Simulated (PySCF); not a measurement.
A geometry optimisation on `[PH2][GeH2][C@@H]([GeH3])Br`.

Method: PBE0-D3(BJ)/def2-SVP geometry optimisation, gas phase (PySCF 2.14.0). Start geometry: GFN2-xTB. A driver script takes a list of jobs; this job's settings line and coordinates (Å) are shown.

Input:
```
{"job": {"xc": "PBE0", "basis": "def2-SVP", "d3": "d3bj", "grid": 1, "kind": "geom"}, "charge": 0, "multiplicity": 1}
P      1.872803    -1.745345    -0.540791
Ge     1.034385     0.376782    -0.836828
C     -0.938869     0.352854    -0.606341
Ge    -1.596781    -0.008978     1.211198
Br    -1.574983     2.164407    -1.002971
H      1.857543    -1.634543     0.843194
H      3.188613    -1.314236    -0.622659
H      1.288539     0.892450    -2.236708
H      1.549635     1.462073     0.086206
H     -1.410799    -0.293900    -1.344768
H     -1.250248    -1.404566     1.637801
H     -3.076355     0.192242     1.251574
H     -0.947872     0.961244     2.143365
```

Output:
```
step   0  E = -7110.45823165  max force = 0.018370
step   1  E = -7110.46378261  max force = 0.005350
step   2  E = -7110.46421456  max force = 0.000838
step   3  E = -7110.46425445  max force = 0.000457
step   4  E = -7110.46428520  max force = 0.000486
step   5  E = -7110.46429348  max force = 0.000584
step   6  E = -7110.46429854  max force = 0.000531
step   7  E = -7110.46431020  max force = 0.000397
optimisation converged
```

Energies in Eh; «max force» is the largest Cartesian gradient component in Eh/bohr.

Q: How much energy does the optimisation release, in kcal/mol?

A: E(step 0) − E(last step) = 0.006079 Eh, which is 3.8 kcal/mol.

Q: Give the first gradient maximum in eV/Å.

A: With 1 Eh/bohr = 51.422 eV/Å, 0.945 eV/Å.

Main results: final energy -7110.46431 Eh after 7 steps; dipole 1.05 D.

The run took 3.1 min of wall time on one thread of an Intel Xeon Platinum 8259CL at 2.50 GHz (shared host), and the process peaked at 0.79 GiB of memory.
Labels such as C1 count atoms from 1, the log's own numbers from 0.
